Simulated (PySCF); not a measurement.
C4H4N2, SMILES c1ncccn1. Atoms are numbered in the order given.

```xyz
10

C      0.0000     0.0000    -1.3534
C      0.0000    -1.1827    -0.6181
N      0.0000    -1.1894     0.7122
C      0.0000     0.0000     1.3074
N      0.0000     1.1894     0.7122
C      0.0000     1.1827    -0.6181
H      0.0000     0.0000    -2.4449
H      0.0000    -2.1585    -1.1184
H      0.0000     0.0000     2.4042
H      0.0000     2.1585    -1.1184
```
Charge 0, spin multiplicity 1.

Geometry: PBE0-D3(BJ)/def2-SVP.

Method: PBE/def2-TZVP run with PySCF.

Symmetry labels are those of the subgroup C2v that the program uses (full group C2v).

Computed valence orbital energies around the gap with their symmetry:
```csv
orbital,symmetry,energy (eV)
HOMO−7,A1,-11.55
HOMO−6,B1,-10.79
HOMO−5,B2,-10.26
HOMO−4,A1,-10.05
HOMO−3,A2,-8.14
HOMO−2,B1,-7.37
HOMO−1,A1,-7.14
HOMO,B2,-5.87
LUMO,A2,-2.27
LUMO+1,B1,-1.98
LUMO+2,A1,0.74
LUMO+3,B2,1.64
```
